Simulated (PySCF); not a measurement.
# Bond energies at CCSD(T)/def2-TZVPP beside a composite method

PySCF, lowest determinants of a PBE0 search. The composite is CCSD(T) extrapolated to the basis-set limit from two correlation-consistent sets, with core-valence (CV) and scalar-relativistic (SR) terms as its label shows; it has no spin–orbit coupling and nothing beyond (T).

| species | state (unpaired electrons) | De CCSD(T) (eV) | De composite (eV) | composite | dissociates to |
| --- | --- | --- | --- | --- | --- |
| BF | singlet (closed shell) | 7.70 | 7.92 | CCSD(T)/CBS(TQ)+CV+SR | B + F |
| CaH | doublet (σ ↑) | 1.64 | 1.77 | CCSD(T)/CBS(DT) | Ca + H |
| BH | singlet (closed shell) | 3.62 | 3.69 | CCSD(T)/CBS(TQ)+CV+SR | B + H |
| GaCl | singlet (closed shell) | 4.75 | 4.84 | CCSD(T)/CBS(DT)+CV | Ga + Cl |
| LiI | singlet (closed shell) | 3.65 | 3.95 | CCSD(T)/CBS(TQ)+CV | Li + I |
| CsH | singlet (closed shell) | 1.66 | 1.85 | CCSD(T)/CBS(TQ) | Cs + H |
| NaBr | singlet (closed shell) | 3.70 | 3.78 | CCSD(T)/CBS(DT)+CV | Na + Br |
| Cs2 | singlet (closed shell) | 0.36 | 0.44 | CCSD(T)/CBS(DT) | Cs + Cs |

Q: Does CCSD(T) bind more or less than the composite, by how much on average, and where is the difference largest?

A: CCSD(T)/def2-TZVPP binds less on average, method and basis taken together: the mean signed difference is -0.14 eV and the mean absolute one 0.14 eV; it is largest for LiI (-0.30 eV).

The molecules are drawn from runs that passed checks on state, spin purity and fit, so the hardest cases are missing and the errors look smaller than over all diatomics.

Correlated steps freeze the inner cores (0 to 46 orbitals); shallow outer-core shells are correlated. UHF and ROHF references stand side by side, which adds small steps between rows. Weak bonds: Cs2. Basis-set superposition, not corrected here, can be much of De in a small basis, most of all at correlated wavefunction levels. These are scalar-relativistic numbers at best; spin–orbit coupling would shift them, the dissociation energy most. Where the molecule has an RHF reference, its open-shell atoms are computed with UHF. States were picked by a PBE0 search and need not be the measured ground states.
